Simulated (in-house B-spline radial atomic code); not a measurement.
Neutral vanadium is squeezed into an impenetrable sphere of radius R (the orbitals vanish at R). Computed with a radial B-spline atomic code at the basis-set limit: non-relativistic PBE, spin-polarised, spherical fractional occupations, point nucleus.

Energies in eV above the free atom in [Ar] 3d3 4s2:

```
R (bohr)  highest level (eV)  [Ar] 3d3 4s2  [Ar] 3d4 4s1  [Ar] 3d3 4s1 4d1  -dE/dV in [Ar] 3d3 4s2 (GPa)
    8.03               -3.96        0.1746         -1.14              7.34                         0.246
    6.61               -3.29        0.7783       -0.6803              9.58                          1.61
    4.85              0.0922         5.154          2.49             18.58                            21
    4.25                3.32         10.22          6.09             26.59                            57
    3.41                13.7         28.91         19.26             51.43                           283
    2.96                26.1         54.09         37.08             80.89                           780
     2.6                44.3         94.48         66.13             124.7                          1970
    2.26                75.5         170.7         122.2             202.7                          5310
       2                 117         282.9         207.1             313.6                         12400
     1.4                 375          1141         887.5              1129                        133000
```

(1) Does [Ar] 3d4 4s1 fall below [Ar] 3d3 4s2 under compression?

(2) Does [Ar] 3d3 4s1 4d1 fall below [Ar] 3d3 4s2 under compression?

The highest level is first positive in the row R = 4.85 bohr, pushed up by confinement above the zero of the free ion's potential. Each configuration is held fixed and needn't be the lowest in the sphere.

Answers

(1) It lies below at every radius listed.

(2) Yes, between R = 2 and 1.4 bohr the order changes (near 1.57 bohr by linear interpolation).
